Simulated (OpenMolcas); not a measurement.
CH4OZn (SMILES [CH3][Zn][OH]): the vertical ionisation energy from total energies

CH4OZn has 7 atoms, charge 0, and is taken as a singlet. As SMILES, `[CH3][Zn][OH]`. The shape is that of a PBE0-D4/def2-TZVP optimisation.

Both states at this one shape; open shells run unrestricted unless said. 1 Eh = 27.2114 eV.

| level | program | singlet CH4OZn (Eh) | doublet CH4OZn+ (Eh) | HOMO of the first (eV) |
| --- | --- | --- | --- | --- |
| PBE/cc-pVDZ | OpenMolcas | -1894.783679 | -1894.418409 | -6.07 |
| TPSS/cc-pVDZ | OpenMolcas | -1895.219201 | -1894.856254 | -6.14 |

Task: Work out the vertical ionisation energy at each level.

Result: 
1. PBE/cc-pVDZ: -1894.418409 − (-1894.783679) = 0.365270 Eh = 9.94 eV; −ε(HOMO) = 6.07 eV.
2. TPSS/cc-pVDZ: -1894.856254 − (-1895.219201) = 0.362947 Eh = 9.88 eV; −ε(HOMO) = 6.14 eV.

No measured value is set beside it here; the levels span 9.88 to 9.94 eV. In semi-local functionals −ε(HOMO) lies far under the ionisation energy, a result of self-interaction, while the difference of totals does much better.
